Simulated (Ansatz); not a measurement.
A run for Ansatz (a first-principles code): R-CCSD(T)/def2-SVP on H4SiTe (SMILES [SiH3][TeH]), a point of a torsion scan. Elements past Kr take the def2 small-core potentials; no spin–orbit coupling. The run froze 14 orbitals, filled d shells among them.

Ansatz 0.2 input:
```yaml
crystal:
  periodic: [false, false, false]
  atoms:
    - {symbol: Si, position_ang: [-0.64035136, 0.01232362, 0.00036196]}
    - {symbol: Te, position_ang: [1.64892519, 0.93604608, -0.22788409]}
    - {symbol: H, position_ang: [-0.87202824, -0.57780197, 1.31430720]}
    - {symbol: H, position_ang: [-1.52332493, 1.15467220, -0.18228541]}
    - {symbol: H, position_ang: [-0.93746026, -0.99690048, -1.01080305]}
    - {symbol: H, position_ang: [2.32362667, -0.53882277, 0.05327100]}
basis:
  gaussian:
    orbitals: def2-SVP
magnetization: {spin_polarized: false}
correlation: {method: ccsd_t, electrons: outside_noble_gas}
scf: {lower_state_search: off}
```

It printed:

```
WARN ansatz: RAYON_NUM_THREADS=1 ignored (pool sized by the plan → 1); use --threads N
Functional definition: HF
these checks for a lower state are left out or cut short: stability, starts, cluster_reference, orbital_swaps, neighbouring_geometries, increment
integrals: 0.04 GiB planned
703 factors; integrals over basis functions are off by at most 1.2e-3 eV
mean field: 0.13 GiB planned
mean field evaluation 1: about -15187.7130 eV, gradient 1.2e1 eV
mean field evaluation 2: about -15187.7178 eV, gradient 1.2e1 eV
mean field evaluation 4: about -15188.5023 eV, gradient 1.3e0 eV
mean field evaluation 8: about -15188.5109 eV, gradient 1.1e-3 eV
mean field -15188.51086244 eV, -558.1674790522 hartree, gradient 9.9e-7 eV, S^2 0.000000; 0 other end points of the search recorded, 0 dependent functions left out
14 core orbitals not correlated
reference -15188.51086244 eV, -558.1674790522 hartree; 7, 7 occupied and 43, 43 virtual orbitals, 703 factors
second order -5.62173732 eV of doubles, -0.00000000 eV of singles
coupled cluster: 0.11 GiB planned
cycle   1  -6.40097972 eV  change   -7.8e-1 eV  update   6.9e-2
cycle   2  -6.67413052 eV  change   -2.7e-1 eV  update   2.3e-2
cycle   3  -6.69214333 eV  change   -1.8e-2 eV  update   5.9e-3
cycle   4  -6.69040003 eV  change    1.7e-3 eV  update   1.9e-3
cycle   5  -6.68988358 eV  change    5.2e-4 eV  update   5.3e-4
cycle   6  -6.68981179 eV  change    7.2e-5 eV  update   1.5e-4
cycle   7  -6.68982569 eV  change   -1.4e-5 eV  update   4.5e-5
cycle   8  -6.68983470 eV  change   -9.0e-6 eV  update   1.4e-5
perturbative correction -0.16362065 eV, -0.0060129480 hartree
Total energy: -15195.36431779 eV, -558.4193388908 hartree
Checks for a lower state left out: stability, starts, cluster_reference, orbital_swaps, neighbouring_geometries, increment
```

The run converged.

Cost: around 1.6 core-seconds (rough).
